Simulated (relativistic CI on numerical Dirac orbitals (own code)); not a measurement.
# Ligand-field terms of d9

Computed with a parametric ligand-field model of a d^n configuration (Racah B and C, spin-orbit zeta, crystal field), exact diagonalisation.

Field parameters in Wybourne normalisation: Oh B⁴₀ = 21Dq, B⁴₄ = √(5/14) B⁴₀. The field is a parameter set, without covalency.

(1) Lowest levels for B = 880, C = 4420, ζ = 170 cm⁻¹, Oh, 10Dq = 33100 cm⁻¹?

(2) Lowest levels for B = 430, C = 2010, ζ = 670 cm⁻¹, Oh, 10Dq = 31100 cm⁻¹?

(3) Lowest levels for B = 640, C = 3080, ζ = 520 cm⁻¹, Oh, 10Dq = 9550 cm⁻¹?

(4) Lowest levels for B = 650, C = 2800, ζ = 850 cm⁻¹, Oh, 10Dq = 13700 cm⁻¹?

(5) Lowest levels for B = 700, C = 3560, ζ = 370 cm⁻¹, Oh, 10Dq = 36700 cm⁻¹?

Answers

(1) Γ8 0 (S 0.50), Γ7 32931 (S 0.50), Γ8 33188 (S 0.50) cm⁻¹, with S from ⟨S²⟩ = S(S + 1). The ground level has 3.00 electrons in the cubic e pair.

(2) Γ8 0 (S 0.50), Γ7 30451 (S 0.50), Γ8 31478 (S 0.50) cm⁻¹, with S from ⟨S²⟩ = S(S + 1). The ground level has 3.00 electrons in the cubic e pair.

(3) Γ8 0 (S 0.50), Γ7 9071 (S 0.50), Γ8 9892 (S 0.50) cm⁻¹, with S from ⟨S²⟩ = S(S + 1). The ground level has 3.00 electrons in the cubic e pair.

(4) Γ8 0 (S 0.50), Γ7 12926 (S 0.50), Γ8 14278 (S 0.50) cm⁻¹, with S from ⟨S²⟩ = S(S + 1). The ground level has 3.01 electrons in the cubic e pair.

(5) Γ8 0 (S 0.50), Γ7 36336 (S 0.50), Γ8 36896 (S 0.50) cm⁻¹, with S from ⟨S²⟩ = S(S + 1). The ground level has 3.00 electrons in the cubic e pair.
